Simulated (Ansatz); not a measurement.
C4H12O4Si, singlet, geometry from GFN2-xTB; PBE/6-31G (Ansatz, a program for electronic structure).

The Ansatz input:
Ansatz 0.2 input:
```yaml
crystal:
  periodic: [false, false, false]
  atoms:
    - {symbol: C, position_ang: [0.01132832, -2.16832170, -1.64339231]}
    - {symbol: O, position_ang: [-0.15947850, -0.79330200, -1.40874417]}
    - {symbol: Si, position_ang: [0.00000000, 0.00000000, -0.00000000]}
    - {symbol: O, position_ang: [-0.54059093, 1.50681021, -0.27677793]}
    - {symbol: C, position_ang: [-1.72004917, 1.88715583, -0.93944629]}
    - {symbol: O, position_ang: [-0.80554751, -0.88398526, 1.09953848]}
    - {symbol: C, position_ang: [-0.82335663, -0.71038489, 2.49397731]}
    - {symbol: O, position_ang: [1.50561694, 0.17047705, 0.58598362]}
    - {symbol: C, position_ang: [2.53207748, 0.99155076, 0.08886129]}
    - {symbol: H, position_ang: [-0.59501310, -2.75220609, -0.95040072]}
    - {symbol: H, position_ang: [1.05893449, -2.45127740, -1.52070063]}
    - {symbol: H, position_ang: [-0.30351537, -2.36603749, -2.66859220]}
    - {symbol: H, position_ang: [-1.69349030, 2.97103348, -1.05673554]}
    - {symbol: H, position_ang: [-2.59743634, 1.60321196, -0.35449886]}
    - {symbol: H, position_ang: [-1.77920041, 1.40987983, -1.91797425]}
    - {symbol: H, position_ang: [0.19287810, -0.67592774, 2.88753531]}
    - {symbol: H, position_ang: [-1.33613017, 0.21675195, 2.75869686]}
    - {symbol: H, position_ang: [-1.35788789, -1.55923627, 2.92173956]}
    - {symbol: H, position_ang: [2.87463202, 0.63131349, -0.88349737]}
    - {symbol: H, position_ang: [2.18133540, 2.01825400, -0.01916034]}
    - {symbol: H, position_ang: [3.35489356, 0.95424029, 0.80358818]}
basis:
  gaussian:
    orbitals: 6-31G
hamiltonian:
  xc: pbe
```

What the program printed (banner, timings and long lists left out):

```
Functional definition: PBE
1767 factors; their error is unknown
mean field evaluation 1: about -20368.5214 eV, gradient 9.7e1 eV
mean field evaluation 2: about -20335.4398 eV, gradient 1.6e2 eV
mean field evaluation 4: about -20387.5768 eV, gradient 6.4e0 eV
mean field evaluation 8: about -20387.6700 eV, gradient 1.9e-2 eV
mean field evaluation 16: about -20387.5338 eV, gradient 1.2e-4 eV
mean field -20387.53377791 eV, -749.2280471713 hartree, gradient 1.2e-5 eV, S^2 0.000000; 0 other end points of the search recorded, 0 dependent functions left out
reference -20387.53381075 eV, -749.2280483781 hartree; 41, 41 occupied and 68, 68 virtual orbitals, 1767 factors
Total energy: -20387.53381075 eV, -749.2280483781 hartree
```
